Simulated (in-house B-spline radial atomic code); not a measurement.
Configurations of the strontium ion Sr⁶⁺, with energies counted from [Ar] 3d10 4s2 4p2. All numbers are computed (Dirac-Hartree-Fock, average of configuration; Fermi nucleus of rms radius 4.224 fm) with a radial B-spline atomic code at the basis-set limit, not measured. Energies include first-order Breit, QED and recoil terms.

Occupations are held fixed; configurations that lie above the ionisation limit could autoionise.

```json
{"configuration": "[Ar] 3d10 4s2 4p1 5d1", "E - E(ref) (eV)": "63.911", "highest orbital": "5d5/2", "its <r> (bohr)": "3.315"}
{"configuration": "[Ar] 3d10 4s2 4p1 5g1", "E - E(ref) (eV)": "75.972", "highest orbital": "5g9/2", "its <r> (bohr)": "3.894"}
{"configuration": "[Ar] 3d10 4s1 4p2 6f1", "E - E(ref) (eV)": "103.76", "highest orbital": "6f5/2", "its <r> (bohr)": "6.399"}
{"configuration": "[Ar] 3d10 4s1 4p2 6g1", "E - E(ref) (eV)": "104.71", "highest orbital": "6g9/2", "its <r> (bohr)": "6.225"}
{"configuration": "[Ar] 3d10 4s1 4p2 8g1", "E - E(ref) (eV)": "112.86", "highest orbital": "8g9/2", "its <r> (bohr)": "12.2"}
{"configuration": "[Ar] 3d9 4s2 4p2 5g1", "E - E(ref) (eV)": "204.58", "highest orbital": "5g9/2", "its <r> (bohr)": "3.884"}
{"configuration": "[Ar] 3d9 4s2 4p2 6g1", "E - E(ref) (eV)": "212.74", "highest orbital": "6g9/2", "its <r> (bohr)": "6.217"}
{"configuration": "[Ar] 3d9 4s2 4p2 8g1", "E - E(ref) (eV)": "220.89", "highest orbital": "8g9/2", "its <r> (bohr)": "12.18"}
```

Question: Order these further configurations by energy, lowest first.
A. [Ar] 3d10 4s2 4p1 8g1
B. [Ar] 3d10 4s1 4p2 7g1
C. [Ar] 3d10 4s2 4p1 5s1
D. [Ar] 3d10 4s2 4p1 6d1
E. [Ar] 3d10 4s2 4p1 6f1

Answer: C (45.008 eV), D (77.711 eV), E (83.224 eV), A (92.27 eV), B (109.65 eV).

Question: How far above the reference does [Ar] 3d10 4s1 4p2 7d1 lie?

Answer: 105.79 eV; its least bound orbital is 7d5/2 with <r> = 7.759 bohr.

Question: How far above the reference does [Ar] 3d10 4s2 4p1 5f1 lie?

Answer: 74.458 eV; its least bound orbital is 5f5/2 with <r> = 4.135 bohr.

Question: How far above the reference does [Ar] 3d10 4s1 4p2 8d1 lie?

Answer: 110.36 eV; its least bound orbital is 8d5/2 with <r> = 10.62 bohr.
